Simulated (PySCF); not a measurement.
C5H12N2Si.
Numbering: `[CH3:1]/[N:2]=[CH:3]/[C@@H:4]1[CH2:5][NH:6][SiH2:7][CH2:8]1` (hydrogens: H9, H10, H11 on C1; H12 on C3; H13 on C4; H14, H15 on C5; H16 on N6; H17, H18 on Si7; H19, H20 on C8)

The same species was optimised twice, with GFN2-xTB and with PBE0-D3(BJ)/def2-SVP (PySCF), and the same property calculations (PySCF, gas phase) were run on both structures.

| coordinate | GFN2-xTB | PBE0-D3(BJ)/def2-SVP | change |
| --- | --- | --- | --- |
| N6–Si7 (Å) | 1.715 | 1.735 | +0.020 |
| C4–C8 (Å) | 1.535 | 1.546 | +0.011 |
| N2=C3 (Å) | 1.254 | 1.264 | +0.010 |
| C3–C4 (Å) | 1.491 | 1.500 | +0.009 |
| Si7–C8 (Å) | 1.901 | 1.892 | -0.009 |
| C4–C5 (Å) | 1.535 | 1.541 | +0.006 |
| C1–N2 (Å) | 1.429 | 1.434 | +0.005 |
| C5–N6 (Å) | 1.447 | 1.450 | +0.003 |
| C1–N2–C3 (°) | 120.6 | 118.6 | -2.0 |
| C3–C4–C8 (°) | 109.2 | 110.7 | +1.5 |
| C3–C4–C5 (°) | 109.4 | 110.4 | +1.0 |
| N6–Si7–C8 (°) | 92.2 | 92.9 | +0.7 |
| C5–N6–Si7 (°) | 114.7 | 114.0 | -0.7 |
| C4–C8–Si7 (°) | 104.4 | 103.7 | -0.7 |
| N2–C3–C4 (°) | 121.7 | 122.1 | +0.4 |
| C5–C4–C8 (°) | 107.4 | 107.6 | +0.2 |
| N2–C3–C4–C5 (°) | -123 | -123 | 0 |

Rotational constants: A = 3485, B = 946.1, C = 901.9 MHz (GFN2-xTB) against A = 3439, B = 933.5, C = 888.1 MHz (PBE0-D3(BJ)/def2-SVP). Point groups within 0.08 Å: C1 and C1.

On the GFN2-xTB structure: HOMO (eV) -6.54 [PBE0/pcSseg-1]; LUMO (eV) 0.24 [PBE0/pcSseg-1]; dipole (D) 1.23 [PBE0/pcSseg-1]; GIAO shielding of C1 (ppm) 136.1 [PBE0/pcSseg-1]; GIAO shielding of N2 (ppm) -95.7 [PBE0/pcSseg-1]; GIAO shielding of C3 (ppm) 16.1 [PBE0/pcSseg-1]; GIAO shielding of C4 (ppm) 139.6 [PBE0/pcSseg-1]; GIAO shielding of C5 (ppm) 133.1 [PBE0/pcSseg-1]; GIAO shielding of N6 (ppm) 248.2 [PBE0/pcSseg-1]; GIAO shielding of Si7 (ppm) 377.5 [PBE0/pcSseg-1]; GIAO shielding of C8 (ppm) 173.1 [PBE0/pcSseg-1].

What do these properties become on the PBE0-D3(BJ)/def2-SVP structure?

```json
{"property": "HOMO (eV)", "level": "PBE0/pcSseg-1", "on GFN2-xTB": "-6.54", "on PBE0-D3(BJ)/def2-SVP": "-6.59", "change": "-0.05"}
{"property": "LUMO (eV)", "level": "PBE0/pcSseg-1", "on GFN2-xTB": "0.24", "on PBE0-D3(BJ)/def2-SVP": "0.08", "change": "-0.16"}
{"property": "dipole (D)", "level": "PBE0/pcSseg-1", "on GFN2-xTB": "1.23", "on PBE0-D3(BJ)/def2-SVP": "1.21", "change": "-0.02"}
{"property": "energy, GFN2-xTB geometry as zero (kcal/mol)", "level": "PBE0/pcSseg-1", "on GFN2-xTB": "0.0", "on PBE0-D3(BJ)/def2-SVP": "-1.6", "change": "-1.6"}
{"property": "GIAO shielding of C1 (ppm)", "level": "PBE0/pcSseg-1", "on GFN2-xTB": "136.1", "on PBE0-D3(BJ)/def2-SVP": "133.4", "change": "-2.7"}
{"property": "GIAO shielding of N2 (ppm)", "level": "PBE0/pcSseg-1", "on GFN2-xTB": "-95.7", "on PBE0-D3(BJ)/def2-SVP": "-102.3", "change": "-6.6"}
{"property": "GIAO shielding of C3 (ppm)", "level": "PBE0/pcSseg-1", "on GFN2-xTB": "16.1", "on PBE0-D3(BJ)/def2-SVP": "11.9", "change": "-4.2"}
{"property": "GIAO shielding of C4 (ppm)", "level": "PBE0/pcSseg-1", "on GFN2-xTB": "139.6", "on PBE0-D3(BJ)/def2-SVP": "137.9", "change": "-1.7"}
{"property": "GIAO shielding of C5 (ppm)", "level": "PBE0/pcSseg-1", "on GFN2-xTB": "133.1", "on PBE0-D3(BJ)/def2-SVP": "132.9", "change": "-0.2"}
{"property": "GIAO shielding of N6 (ppm)", "level": "PBE0/pcSseg-1", "on GFN2-xTB": "248.2", "on PBE0-D3(BJ)/def2-SVP": "245.9", "change": "-2.3"}
{"property": "GIAO shielding of Si7 (ppm)", "level": "PBE0/pcSseg-1", "on GFN2-xTB": "377.5", "on PBE0-D3(BJ)/def2-SVP": "375.7", "change": "-1.8"}
{"property": "GIAO shielding of C8 (ppm)", "level": "PBE0/pcSseg-1", "on GFN2-xTB": "173.1", "on PBE0-D3(BJ)/def2-SVP": "172.1", "change": "-1.0"}
```

The heavy atoms differ by 0.025 Å rms after alignment. Among bonds between heavy atoms N6–Si7 changes most (+0.020 Å). Changes are differences of the printed values. Neither structure is proved a minimum here.
